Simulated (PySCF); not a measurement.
Input file for PySCF: R-B3LYP/3-21G on F2GaHO (SMILES [OH][Ga]([F])[F]), a point of a torsion scan.

```python
from pyscf import gto, scf, dft, mp
from pyscf.data.elements import chemcore

mol = gto.M(
    atom='''
    O     1.22105450   -0.35584853   -0.34809294
    Ga   -0.44904944   -0.00566744   -0.08174007
    F    -1.65301808   -1.24638441   -0.04562485
    F    -0.99021060    1.61988580    0.20770108
    H     1.85667255   -0.11223822    0.32856466
    ''',
    basis='3-21g',
    charge=0, spin=0, verbose=3, max_memory=1800)
mf = dft.RKS(mol, xc='b3lyp')
mf.conv_tol = 1e-8
mf.max_cycle = 100
mf.kernel()
if not mf.converged:
    mf = mf.newton().run(mf.mo_coeff, mf.mo_occ)
```

The log:

```
converged SCF energy = -2189.58546209403
```

The calculation finished and met its thresholds.

Cost: around 3 core-seconds (rough).
